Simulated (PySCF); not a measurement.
# Nuclear quadrupole coupling in `ClB(Cl)[SiH]1CCOCC1`

Compound: C₄H₉BCl₂OSi.
Z-matrix (Å and degrees, PBE0-D3(BJ)/def2-SVP geometry), rows numbered from 1:
```
Cl
B   1  1.7565
Cl  2  1.7489  1  117.97
Si  2  2.0200  1  117.74  3  -179.73
C   4  1.8940  2  111.35  1    57.74
C   5  1.5299  4  109.66  2  -159.15
O   6  1.4031  5  113.43  4    55.84
C   7  1.4031  6  115.23  5   -72.65
C   8  1.5299  7  113.40  6    72.61
H   4  1.4993  2  111.65  1  -178.90
H   5  1.1020  4  111.64  2    78.00
H   5  1.1032  4  108.31  2   -40.01
H   6  1.1015  5  110.34  4   174.49
H   6  1.1110  5  109.90  4   -67.76
H   8  1.1110  7  110.02  6   -50.95
H   8  1.1016  7  105.90  6  -166.21
H   9  1.1035  4  108.25  2    40.20
H   9  1.1019  4  111.73  2   -77.81
```

Field gradients from the PBE0/pcSseg-1 density (PySCF, non-relativistic), principal values in atomic units, ordered |Vxx| ≤ |Vyy| ≤ |Vzz|:

```json
{"atom": "Cl1", "Vxx": "-0.2771", "Vyy": "-1.7636", "Vzz": "2.0406"}
{"atom": "B2", "Vxx": "-0.0614", "Vyy": "-0.3059", "Vzz": "0.3673"}
{"atom": "Cl3", "Vxx": "-0.2232", "Vyy": "-1.8359", "Vzz": "2.0591"}
{"atom": "O7", "Vxx": "-0.0711", "Vyy": "-1.9306", "Vzz": "2.0017"}
```

Task: Find the asymmetry η = (Vxx − Vyy)/Vzz and the couplings χ = eQV/h (234.96 MHz × Q in barn × V in au), with Q(35Cl) = −0.0817 b, Q(11B) = 0.04059 b, Q(17O) = −0.0256 b.

Result: 
```tsv
atom	environment	nucleus	η	χzz (MHz)	χxx (MHz)	χyy (MHz)
Cl1	chlorine bonded to B	35Cl	0.73	-39.17	5.32	33.85
B2	three-coordinate boron	11B	0.67	3.503	-0.585	-2.917
Cl3	chlorine bonded to B	35Cl	0.78	-39.53	4.28	35.24
O7	cyclic ether oxygen	17O	0.93	-12.04	0.43	11.61
```

At O7 η is above 0.9: Vyy and Vzz are nearly equal in size and opposite in sign, so a small change could swap them and flip the sign of χzz. The tensor is traceless: Vxx + Vyy + Vzz = 0.

Task: What is Vzz at O7 in SI units (1 au = 9.71736 × 10²¹ V/m²)?

Result: 2.0017 au = 19.451 × 10²¹ V/m².

Task: And the gradient at the other heavy atoms, for which no coupling is worked out here?

Result: 
```json
{"atom": "Si4", "environment": "SiH silicon", "Vzz (au)": "0.070", "η": "0.63"}
{"atom": "C5", "environment": "sp3 carbon bound to silicon", "Vzz (au)": "-0.070", "η": "0.65"}
{"atom": "C6", "environment": "sp3 carbon bound to oxygen", "Vzz (au)": "0.337", "η": "0.33"}
{"atom": "C8", "environment": "sp3 carbon bound to oxygen", "Vzz (au)": "0.338", "η": "0.33"}
{"atom": "C9", "environment": "sp3 carbon bound to silicon", "Vzz (au)": "-0.070", "η": "0.64"}
```

Task: What couplings would deuterons (Q(2H) = 0.00286 b) have in place of the hydrogens, at this geometry?

Result: 
```
atom  bonded to  bond length (Å)  Vzz (au)     η  χzz (kHz)
 H10        Si4            1.499    0.1392  0.00         94
 H11         C5            1.102    0.2937  0.04        197
 H12         C5            1.103    0.2884  0.02        194
 H13         C6            1.102    0.2810  0.05        189
 H14         C6            1.111    0.2638  0.07        177
 H15         C8            1.111    0.2638  0.07        177
 H16         C8            1.102    0.2809  0.05        189
 H17         C9            1.104    0.2877  0.02        193
 H18         C9            1.102    0.2940  0.04        198
```

The structure is a single PBE0-D3(BJ)/def2-SVP conformer in the gas phase; no vibrational or solvent corrections. With a basis this small, the couplings can be 20 % off.

The run behind these numbers computed NMR shieldings as well. Time: 82 s; peak memory 0.95 GiB. Hardware: an Arm Neoverse N1 with one thread, shared host with 64 logical CPUs at a one-minute load of 56.
